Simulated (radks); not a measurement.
The numbers below are computed, except where a source is named.
Task: The mean radii <r> (bohr) of the occupied orbitals of an atom or ion are listed with their occupations. Code: a radial shooting solver on a logarithmic mesh with Libxc functionals. Model: Dirac Kohn-Sham, relativistic LDA (MacDonald-Vosko exchange, VWN5 correlation), spin-unpolarised, spherical densities, finite nucleus; Fermi nuclear charge, rms radius of each element as measured or else 0.836 A^(1/3) + 0.57 fm.

| orbital | occ. | <r> |
|---|---|---|
| 1s1/2 | 2 | 0.01782 |
| 2s1/2 | 2 | 0.07455 |
| 2p1/2 | 2 | 0.06152 |
| 2p3/2 | 4 | 0.06967 |
| 3s1/2 | 2 | 0.1940 |
| 3p1/2 | 2 | 0.1840 |
| 3p3/2 | 4 | 0.1990 |
| 3d3/2 | 4 | 0.1736 |
| 3d5/2 | 6 | 0.1783 |
| 4s1/2 | 2 | 0.4328 |
| 4p1/2 | 2 | 0.4363 |
| 4p3/2 | 4 | 0.4698 |
| 4d3/2 | 4 | 0.4818 |
| 4d5/2 | 6 | 0.4929 |
| 5s1/2 | 2 | 0.9605 |
| 4f5/2 | 6 | 0.5381 |
| 4f7/2 | 8 | 0.5449 |
| 5p1/2 | 2 | 1.019 |
| 5p3/2 | 2 | 1.087 |

Name the element and its charge. Open shells, if any, fill j = l - 1/2 first.

Result: Z = 76, osmium, charge +10: Os10+ in [Kr] 4d10 4f14 5s2 5p4. The 1s radius gives Z: for a bare nucleus <r> = (2 gamma + 1)/(2Z) with gamma = sqrt(1 - (Z/c)^2), 0.01753 bohr for Z = 76, and screening makes it slightly larger (0.01782 here). The occupations add up to 66, and the charge is Z minus that.
